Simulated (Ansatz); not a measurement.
The cluster YAl₆⁻ (the lowest singlet isomer of a short search). The state is a singlet with charge -1. Geometry r2SCAN-D4/def2-SVPD, basis def2-TZVPD, Ansatz.

```xyz
7

Y     0.504   -0.197   -2.211
Al    1.068   -2.122   -0.196
Al    1.442    0.685    0.301
Al   -0.791    2.020   -0.989
Al   -0.871    1.306    1.453
Al    0.107   -1.012    1.881
Al   -1.458   -0.679   -0.240
```

```csv
run,HOMO (eV),LUMO (eV)
A,-0.42,0.02
B,-2.42,1.97
C,-0.86,0.49
D,-0.42,-0.11
```

In the def2 sets Y takes a core potential; there is no spin–orbit coupling. LC-ωPBE has ω = 0.4 bohr⁻¹. No other spin state of charge -1 was run. The structure comes from a short search, and lower isomers may exist.

Task: The runs used B97M-V, LC-ωPBE, PBE0, r2SCAN. Estimate which is which.

Result: A r2SCAN (0 % exact exchange); B LC-ωPBE (range-separated); C PBE0 (25 % exact exchange); D B97M-V (0 % exact exchange). Exact exchange lowers occupied and raises empty levels; among semilocal functionals meta-GGAs tend to open the gap a little, and such runs are hard to tell apart. The gap grows from 0.31 eV (B97M-V) to 4.39 eV (LC-ωPBE). The restricted singlet is unstable towards broken spin symmetry in Hartree–Fock (as tested in another run); at r2SCAN-D4/def2-TZVPD, LC-ωPBE/def2-TZVPD, PBE0-D4/def2-TZVPD, B97M-V/def2-TZVPD this wasn't settled.
